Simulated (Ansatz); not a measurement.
`O[SiH](F)N[SiH3]`, relaxed with RKS PBE0-D4/def2-TZVP in the Gaussian-basis code of Ansatz from a PBE-D4/def2-SVP geometry. The force threshold is 0.005 eV/Å; the program also tests the step.

Total charge 0; spin multiplicity 1.

Start:

```xyz
11

O    -0.326    2.431   -0.920
Si   -0.089    0.799   -1.146
F     1.493    0.448   -1.367
N    -0.559   -0.121    0.250
Si    0.266   -1.437    1.084
H     0.008    2.774   -0.071
H    -0.818    0.490   -2.409
H    -1.514    0.069    0.578
H     0.299   -1.175    2.569
H    -0.422   -2.766    0.883
H     1.663   -1.511    0.549
```

Q: How much energy does the relaxation release, and in how many steps? (Estimate.)

A: The calculation gave: 2.65 kcal/mol, in 39 steps, 8 of them rejected.

Q: Which bonds change most? (Best estimate.)

A: The calculation gave: Si2–F3 from 1.636 to 1.597 Å; O1–Si2 from 1.665 to 1.628 Å; Si2–N4 from 1.736 to 1.705 Å; N4–Si5 from 1.763 to 1.737 Å.

Q: Give the relaxed structure. (Best estimate.)

A: The calculation gave: 
```xyz
11

O    -0.475    2.387   -0.830
Si    0.040    0.859   -1.058
F     1.620    0.735   -0.867
N    -0.593   -0.238    0.083
Si    0.253   -1.438    1.011
H    -0.418    2.757    0.053
H    -0.276    0.566   -2.465
H    -1.595   -0.231    0.206
H     1.062   -0.836    2.104
H    -0.777   -2.324    1.614
H     1.159   -2.237    0.150
```
